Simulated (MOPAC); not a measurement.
Input for MOPAC: PM7 on CH6GeS (SMILES C[S][GeH3]), a point of a torsion scan.

```
PM7 1SCF PRECISE CHARGE=0 THREADS=1
CH6GeS

C      1.47749308 1    -0.07655765 1     0.14521844 1
S      0.99664841 1     0.05175823 1    -1.61352613 1
Ge    -0.81831418 1    -1.18501008 1    -1.55719126 1
H      1.65257068 1    -1.11603515 1     0.40826921 1
H      2.39484217 1     0.49171237 1     0.25366029 1
H      0.70139797 1     0.35007171 1     0.77451361 1
H     -0.49615450 1    -2.57925398 1    -1.09181918 1
H     -1.40384559 1    -1.23015704 1    -2.92911800 1
H     -1.82162338 1    -0.61519880 1    -0.59130506 1
```

It printed:

```
*******************************************************************************
 **                                                                           **
 **                              MOPAC v23.2.5                                **
 **                                                                           **
 *******************************************************************************
 ** MOPAC's Digital Object Identifier: https://doi.org/10.5281/zenodo.6511958 **
 **                                                                           **
 ** Please cite the open-source release paper for use of this MOPAC version:  **
 ** J. E. Moussa and J. J. P. Stewart (2026)                                  **
 ** MOPAC: An open-source semiempirical molecular orbital program             **
 ** J. Open Source Softw., 11(119), 8025, https://doi.org/10.21105/joss.08025 **
 *******************************************************************************

                              PM7 CALCULATION RESULTS

 *******************************************************************************
 *  PM7        - The PM7 Hamiltonian to be used
 *
 *
 *
 *                 CHARGE ON SYSTEM = 0
 *
 *
 *
 *  PRECISE    - TIGHTER CRITERIA TO BE USED
 *  1SCF       - DO 1 SCF AND THEN STOP
 *  THREADS=1  - MULTI-THREADING NOT USED
 *  T=         - A TIME OF 172800.0 SECONDS REQUESTED
 *  DUMP=N     - RESTART FILE WRITTEN EVERY 7200.0 SECONDS REQUESTED
 *******************************************************************************
PM7 1SCF PRECISE CHARGE=0 THREADS=1
 CH6GeS

   ATOM   CHEMICAL          X               Y               Z
  NUMBER   SYMBOL      (ANGSTROMS)     (ANGSTROMS)     (ANGSTROMS)

     1       C          1.47749308  *  -0.07655765  *   0.14521844  *
     2       S          0.99664841  *   0.05175823  *  -1.61352613  *
     3      Ge         -0.81831418  *  -1.18501008  *  -1.55719126  *
     4       H          1.65257068  *  -1.11603515  *   0.40826921  *
     5       H          2.39484217  *   0.49171237  *   0.25366029  *
     6       H          0.70139797  *   0.35007171  *   0.77451361  *
     7       H         -0.49615450  *  -2.57925398  *  -1.09181918  *
     8       H         -1.40384559  *  -1.23015704  *  -2.92911800  *
     9       H         -1.82162338  *  -0.61519880  *  -0.59130506  *



          CARTESIAN COORDINATES

    NO.       ATOM           X           Y           Z

     1         C          1.4775     -0.0766      0.1452
     2         S          0.9966      0.0518     -1.6135
     3        Ge         -0.8183     -1.1850     -1.5572
     4         H          1.6526     -1.1160      0.4083
     5         H          2.3948      0.4917      0.2537
     6         H          0.7014      0.3501      0.7745
     7         H         -0.4962     -2.5793     -1.0918
     8         H         -1.4038     -1.2302     -2.9291
     9         H         -1.8216     -0.6152     -0.5913

 General Reference for PM7:
 "Optimization of Parameters for Semiempirical Methods VI: More Modifications to the
 NDDO Approximations and Re-optimization of Parameters", J. J. P. Stewart, J. Mol. Mod., 1:32, 19 (2013)
 https://link.springer.com/article/10.1007/s00894-012-1667-x

           Empirical Formula: C H6 S Ge  =     9 atoms



      MOLECULAR POINT GROUP   :   Cs


      RHF CALCULATION, NO. OF DOUBLY OCCUPIED LEVELS = 10


 -------------------------------------------------------------------------------
 PM7 1SCF PRECISE CHARGE=0 THREADS=1
 CH6GeS



     1SCF WAS SPECIFIED, SO BFGS WAS NOT USED
     SCF FIELD WAS ACHIEVED


                              PM7 CALCULATION
                                                       MOPAC v23.2.5 Linux




          FINAL HEAT OF FORMATION =         12.41258 KCAL/MOL =      51.93421 KJ/MOL


          COSMO AREA              =        121.13 SQUARE ANGSTROMS
          COSMO VOLUME            =        112.98 CUBIC ANGSTROMS

          IONIZATION POTENTIAL    =          8.940318 EV
          HOMO LUMO ENERGIES (EV) =         -8.940 -1.424
          NO. OF FILLED LEVELS    =         10
          MOLECULAR WEIGHT        =        122.7084         POINT GROUP:  Cs

          MOLECULAR DIMENSIONS (Angstroms)

            Atom       Atom       Distance
            H     8    H     5     5.24642
            S     2    H     7     2.60248
            H     9    H     7     2.14081


          SCF CALCULATIONS        =          1





   ATOM   CHEMICAL          X               Y               Z
  NUMBER   SYMBOL      (ANGSTROMS)     (ANGSTROMS)     (ANGSTROMS)

     1       C          1.47749308  *  -0.07655765  *   0.14521844  *
     2       S          0.99664841  *   0.05175823  *  -1.61352613  *
     3      Ge         -0.81831418  *  -1.18501008  *  -1.55719126  *
     4       H          1.65257068  *  -1.11603515  *   0.40826921  *
     5       H          2.39484217  *   0.49171237  *   0.25366029  *
     6       H          0.70139797  *   0.35007171  *   0.77451361  *
     7       H         -0.49615450  *  -2.57925398  *  -1.09181918  *
     8       H         -1.40384559  *  -1.23015704  *  -2.92911800  *
     9       H         -1.82162338  *  -0.61519880  *  -0.59130506  *

                             CARTESIAN COORDINATES

   1    C        1.477493080    -0.076557650     0.145218440
   2    S        0.996648410     0.051758230    -1.613526130
   3   Ge       -0.818314180    -1.185010080    -1.557191260
   4    H        1.652570680    -1.116035150     0.408269210
   5    H        2.394842170     0.491712370     0.253660290
   6    H        0.701397970     0.350071710     0.774513610
   7    H       -0.496154500    -2.579253980    -1.091819180
   8    H       -1.403845590    -1.230157040    -2.929118000
   9    H       -1.821623380    -0.615198800    -0.591305060


           Empirical Formula: C H6 S Ge  =     9 atoms



      MOLECULAR POINT GROUP   :   Cs


                  EIGENVALUES
 -27.82095 -22.11107 -17.86517 -14.85839 -14.81105 -12.98694 -12.29373 -11.71744
 -10.09068  -8.94032  -1.42417  -0.28909   0.41353   0.54296   0.63355   0.64214
   1.07476   1.13473   1.93591   4.27967   5.26287   5.26570   6.26467


              NET ATOMIC CHARGES AND DIPOLE CONTRIBUTIONS

  ATOM NO.   TYPE          CHARGE      No. of ELECS.   s-Pop       p-Pop       d-Pop
    1          C          -0.461030        4.4610     1.07085     3.39018
    2          S          -0.154162        6.1542     1.91422     4.15856     0.08138
    3         Ge          -0.136620        4.1366     0.98692     3.14970
    4          H           0.163625        0.8364     0.83638
    5          H           0.174262        0.8257     0.82574
    6          H           0.163813        0.8362     0.83619
    7          H           0.078355        0.9216     0.92164
    8          H           0.093323        0.9067     0.90668
    9          H           0.078435        0.9216     0.92156
 DIPOLE           X         Y         Z       TOTAL
 POINT-CHG.    -1.120    -1.035     1.091     1.875
 HYBRID        -0.018    -0.143     0.510     0.530
 SUM           -1.138    -1.178     1.601     2.290


          ATOMIC ORBITAL ELECTRON POPULATIONS

     Atom    s        px        py        pz      x^2-y^2     xz        z^2       yz        xy
    1  C   1.07085   1.18257   1.19056   1.01705
    2  S   1.91422   1.36629   1.70631   1.08596   0.00523   0.01220   0.04402   0.00534   0.01459
    3 Ge   0.98692   0.98420   1.04981   1.11569
    4  H   0.83638
    5  H   0.82574
    6  H   0.83619
    7  H   0.92164
    8  H   0.90668
    9  H   0.92156

 **********************
 *                    *
 * JOB ENDED NORMALLY *
 *                    *
 **********************




 == MOPAC DONE ==
```

The run finished.

Cost: about 0.03 core-seconds (a rough figure).
